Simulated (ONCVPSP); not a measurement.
Al (Z = 13): variants of one ONCV potential

Base potential:

ONCVPSP 4.0.1 input, shortened (lines: element, Z, core and valence counts, functional; n l f; lmax; l rc ep ncon nbas qcut; lloc lpopt rc5 dvloc0; l nproj debl; icmod fcfact rcfact), PW91, scalar-relativistic:

```
  Al 13.00    3    2  -109134      upf
    1    0    2.00
    2    0    2.00
    2    1    6.00
    3    0    2.00
    3    1    0.50
    2
    0    2.05    0.00    4    8    3.70
    1    2.55    0.00    5   10    3.00
    2    2.50    0.03    4    7    4.00
    4    5    1.75    0.00
    0    2    3.20
    1    2    3.20
    2    2    2.40
    3    1.75    1.20
```

Cutoffs, loose and tight: the cutoffs (Ha) at which the residual kinetic energy of the hardest occupied pseudo-wave falls to 1 and 0.1 mHa per electron. They do not see the model core or the augmentation charge, which bear on the density cutoff. Test errors are all-electron minus pseudo excitation energies from the reference, over the configurations 3s2 3p1; 3s2 3p0; 3s1 3p0; 3s0 3p3. A dash means not determined; rows that change the core or the reference have their own tests.

For the base: The cutoffs count occupied waves only; projector 2 of the d channel, the hardest unoccupied one, needs 32 Ha at the loose tolerance.

```tsv
change	outcome	cutoff, loose	cutoff, tight	bound ghosts	GHOST(+) flags above zero	largest test error (meV)
base	generated	5.5 Ha	8.2 Ha	none	none	+11
d: nproj 3	generated	5.5 Ha	8.2 Ha	none	none	+11
p: nbas 9	generated	5.5 Ha	8.2 Ha	none	none	+10.0
p: qcut 3.4	generated	5.5 Ha	8.2 Ha	none	none	+9.5
core correction Teter function, fcfact 2.6, rcfact 1.2	generated	5.5 Ha	8.2 Ha	none	none	+11
```

**Question.** What comes out with this change to the base: core correction Teter function, fcfact 1.75, rcfact 1.64?

**Answer.** outcome: generated; cutoff, loose: 5.5 Ha; cutoff, tight: 8.2 Ha; bound ghosts: none; GHOST(+) flags above zero: none; largest test error (meV): -32.

**Question.** What comes out with this change to the base: core correction Teter function, fcfact 4.25, rcfact 1?

**Answer.** outcome: generated; cutoff, loose: 5.5 Ha; cutoff, tight: 8.2 Ha; bound ghosts: none; GHOST(+) flags above zero: none; largest test error (meV): +20.
